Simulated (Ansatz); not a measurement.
Basis sets compared for Au(PH3)Cl (PH3AuCl). The state is a singlet with charge 0. Geometry PBE-D4/def2-TZVP. Ansatz on 4 threads of Arm Neoverse V2 on a shared host; times are rough, and most runs start from earlier orbitals.

Cartesian coordinates in Å:
```
Au 0.2317 -1.4231 -0.0180
P -0.1252 0.7671 0.0106
H -0.9552 1.3352 -0.9911
H 0.9877 1.6408 -0.1042
H -0.7380 1.3398 1.1557
Cl 0.5990 -3.6599 -0.0530
```

In the def2 sets Au takes a core potential; there is no spin–orbit coupling.

Binding counts from free atoms (Au doublet, P quartet, H doublet, Cl doublet) in the same basis, without a counterpoise term.

```csv
level,functions,energy (Eh),HOMO (eV),LUMO (eV),binding per atom (eV),wall time
PBE-D4/def2-SVP,83,-938.5935,-5.98,-1.38,2.60,0.71 s
PBE-D4/def2-TZVP (with forces),132,-938.8902,-6.22,-1.70,2.65,1.3 s
r2SCAN-D4/def2-TZVP,132,-939.1999,-6.47,-1.47,2.66,2.3 s
PBE0-D4/def2-SVP,83,-938.6177,-7.22,-0.63,2.54,1 s
PBE0-D4/def2-TZVP,132,-938.9110,-7.43,-0.93,2.60,1.3 s
```

Task: Estimate the rows for PBE-D4/def2-TZVPD, r2SCAN-D4/def2-TZVPD, PBE0-D4/def2-TZVPD.

Result: 
```json
{"level": "PBE-D4/def2-TZVPD", "functions": "159", "energy (Eh)": "-938.8924", "HOMO (eV)": "-6.28", "LUMO (eV)": "-1.76", "binding per atom (eV)": "2.65", "wall time": "1.4 s"}
{"level": "r2SCAN-D4/def2-TZVPD", "functions": "159", "energy (Eh)": "-939.2019", "HOMO (eV)": "-6.52", "LUMO (eV)": "-1.52", "binding per atom (eV)": "2.67", "wall time": "2.7 s"}
{"level": "PBE0-D4/def2-TZVPD", "functions": "159", "energy (Eh)": "-938.9130", "HOMO (eV)": "-7.49", "LUMO (eV)": "-0.98", "binding per atom (eV)": "2.61", "wall time": "1.8 s"}
```
